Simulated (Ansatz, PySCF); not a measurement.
TiCl2O, SMILES [Cl][Ti](=[O])[Cl], multiplicity 1. Atoms are numbered in the order given.

```xyz
4

Ti    -0.1140    -0.2754     0.0001
Cl     0.0396     0.6565     2.0026
Cl     0.0395     0.6566    -2.0024
O     -0.3837    -1.8141     0.0001
```
Charge 0, spin multiplicity 1.

The structure is a stationary point at ωB97X-D3(BJ)/def2-SVP. The spin state was assumed, not searched. The isomer is the one that the SMILES or the coordinates give; other isomers of the formula were not compared.

Two levels are set side by side: PBE-D3(BJ)/def2-SVP (Ansatz, a quantum-chemistry and plane-wave program) and ωB97X-D3(BJ)/def2-SVP (PySCF). Each level has its own optimised geometry; the coordinates shown are those of the second. Differences are taken from unrounded values.

| quantity | ωB97X-D3(BJ) |
|---|---|
| mean bond length (Å) | 1.997 |
| bond Ti1–Cl2 (Å) | 2.214 |
| bond Ti1–Cl3 (Å) | 2.214 |
| bond Ti1–O4 (Å) | 1.562 |

Question: What does PBE-D3(BJ) give, and how far is it from ωB97X-D3(BJ)? (Estimate from the structure and the level; the computed values follow.)

Answer: 
```
quantity              PBE-D3(BJ)  PBE-D3(BJ) minus ωB97X-D3(BJ)
--------------------  ----------  -----------------------------
mean bond length (Å)       2.017                          0.020
bond Ti1–Cl2 (Å)           2.228                          0.014
bond Ti1–Cl3 (Å)           2.228                          0.014
bond Ti1–O4 (Å)            1.595                          0.033
```

GGA bonds tend to be longer and softer than those of functionals with exact exchange. Differences between two approximate levels are no errors against the true value.
